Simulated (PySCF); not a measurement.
## Br⁺ (bromine, charge +1) across methods

[Ar] 3d10 4s1 4p5, high-spin 3P determinant (an excited configuration). Computed with PySCF 2.14 in aug-cc-pwCVDZ-PP with ECP10MDF, with scalar relativity through the core potential.

```csv
method,E (hartree),mean ε 4s α (eV),mean ε 4p α (eV),mean ε 4p β (eV),Σ⟨r²⟩ (bohr²),⟨S²⟩
PBE,-415.8841,-32.095,-18.877,-17.074,32.12,2.002
B3LYP,-415.9409,-34.240,-20.093,-17.973,32.16,2.003
UHF,-414.55627,-42.059,-24.589,-19.819,32.57,2.015
BLYP,-415.8568,-31.912,-18.629,-16.996,32.19,2.002
M06-L,-415.9159,-33.062,-19.319,-16.902,31.97,2.006
LDA,-415.2841,-32.277,-18.948,-17.242,32.08,2.002
M06,-415.9768,-34.642,-20.386,-17.990,31.92,2.004
r2SCAN,-415.7541,-33.300,-19.483,-17.244,32.00,2.005
```

Question: Estimate the same row for PBE0.

Answer: E (hartree) = -415.8456; mean ε 4s α (eV) = -34.788; mean ε 4p α (eV) = -20.500; mean ε 4p β (eV) = -18.085; Σ⟨r²⟩ (bohr²) = 32.11; ⟨S²⟩ = 2.003.

Energies and moments cover only the electrons outside the core potential.
